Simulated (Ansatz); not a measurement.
Ideal-gas functions of AlBF₂H₂O, SMILES `O[B](F)[AlH][F]` at 800 K and 1 bar, from an Ansatz frequency run at PBE0-D4/def2-TZVP.

Molar mass 93.8 g/mol, point group Cs (symmetry number 1), electronic degeneracy 1, moments of inertia 68.415, 233.211, 301.625 u Å². Harmonic wavenumbers (cm⁻¹, unscaled): 63, 78, 259, 344, 361, 526, 577, 621, 648, 816, 987, 1254, 1388, 1952, 3890.

Use S(trans) = R[1.5 ln M + 2.5 ln T − 1.1517]; rotational temperatures θ = 24.2544 K / I; S(rot) = R[ln(√π/σ · √(T³/θAθBθC)) + 1.5]; for each mode x = 1.438777 ν̃/T, S = R[x/(eˣ − 1) − ln(1 − e⁻ˣ)] and H = RT x/(eˣ − 1); 1 cm⁻¹ = 0.0119627 kJ/mol; R = 8.31446 J/(mol·K).

Task: By hand: the entropy, in J/(mol·K).

Result: Translation 186.0. Rotation: θ = 0.3545, 0.104, 0.0804 K, giving 124.8. Vibration, mode by mode: 26.43, 24.65, 14.74, 12.44, 12.05, 9.08, 8.37, 7.81, 7.50, 5.83, 4.56, 3.12, 2.58, 1.15, 0.06, in all 140.4. Electronic 0.0. Sum 451.2 J/(mol·K).

Task: By hand: H − E and G − E in kJ/mol, counted from the electronic energy.

Result: Zero-point energy ½ × 13764 × 0.0119627 = 82.3; thermal vibration 51.5; translation, rotation and pV give 4 RT = 26.6. H − E = 160.4 kJ/mol, and G − E = 160.4 − 800 × 451.2/1000 = -200.6 kJ/mol.

Vibration gives 31 % of the entropy, 51.1 J/(mol·K) of it from the modes under 150 cm⁻¹: soft modes count most, and the harmonic formula is weakest for them. The sum counts one conformer and one mirror image; others add a mixing term.
